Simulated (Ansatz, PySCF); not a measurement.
Series SiXY, Y = fluoro, computed as singlets and as triplets. All species are isolated molecules in the gas phase. One relaxed conformer stands for each flexible species; it need not be the lowest. Strings in code marks are SMILES.

Quantity: adiabatic spin-state energy, in kcal/mol. HF references are unrestricted for open shells and restricted for singlets. The restricted reference of `F[Si]F`, `F[Si]Cl` and `F[SiH]` is unstable towards unrestricted orbitals.

Level 1: composite: frozen-core CCSD(T) with HF/cc-pVQZ and the correlation energy extrapolated as X^-3 from cc-pVTZ and cc-pVQZ, plus CCSDT(Q) minus CCSD(T) in cc-pVDZ // PBE0-D3(BJ)/def2-TZVP (Ansatz, a quantum-chemistry and plane-wave program)
Level 2: LDA/cc-pVTZ // PBE0-D3(BJ)/def2-TZVP (Ansatz)
Level 3: PBE-D3(BJ)/def2-TZVP // PBE0-D3(BJ)/def2-TZVP (PySCF)
Level 4: frozen-core MP2/6-31G* // PBE0-D3(BJ)/def2-TZVP (PySCF)

```tsv
species	level 2	level 3	level 4
`F[Si]Cl`: multiplicity 3 minus multiplicity 1	64.3	58.9	59.3
`O[Si]F`: multiplicity 3 minus multiplicity 1	71.5	65.5	67.7
`F[SiH]`: multiplicity 3 minus multiplicity 1	37.9	34.3	34.2
`F[Si]F`: multiplicity 3 minus multiplicity 1	75.7	69.6	71.7
```

What does level 1 give for each?


- `F[Si]Cl`: multiplicity 3 minus multiplicity 1: 63.0
- `O[Si]F`: multiplicity 3 minus multiplicity 1: 70.2
- `F[SiH]`: multiplicity 3 minus multiplicity 1: 38.8
- `F[Si]F`: multiplicity 3 minus multiplicity 1: 73.9
